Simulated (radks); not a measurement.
Yb+, 69 electrons, occupied as [Kr] 4d10 4f14 5s1.75 5p6 6s1 7s0.25 (fractional occupations, a model configuration). Method: Dirac Kohn-Sham, Wu-Cohen GGA, spin-unpolarised, spherical densities, finite nucleus; Fermi nuclear charge, rms radius 5.3108 fm; computed with a radial shooting solver on a logarithmic mesh with Libxc functionals.

Unscreened Slater integrals over Kohn-Sham orbitals (hartree). Large and small components are both included.

integral             value
F0(7s1/2,7s1/2)    0.11043
F0(7s1/2,6s1/2)    0.13721
G0(7s1/2,6s1/2)  0.0079449
F0(7s1/2,4f7/2)    0.15032
G3(7s1/2,4f7/2)  0.0022497
F0(7s1/2,4f5/2)    0.15042
G3(7s1/2,4f5/2)  0.0021744
F0(6s1/2,6s1/2)    0.26424
F0(6s1/2,4f7/2)    0.34459
G3(6s1/2,4f7/2)   0.013198
F0(6s1/2,4f5/2)    0.34511
G3(6s1/2,4f5/2)   0.012589
F0(4f7/2,4f7/2)     1.2076
F2(4f7/2,4f7/2)    0.55617
F4(4f7/2,4f7/2)    0.34574
F6(4f7/2,4f7/2)    0.24786
F0(4f7/2,4f5/2)     1.2214
F2(4f7/2,4f5/2)    0.56353
F4(4f7/2,4f5/2)    0.35050
G2(4f7/2,4f5/2)    0.56188
G4(4f7/2,4f5/2)    0.34952
G6(4f7/2,4f5/2)    0.25064
F0(4f5/2,4f5/2)     1.2355
F2(4f5/2,4f5/2)    0.57121
F4(4f5/2,4f5/2)    0.35548
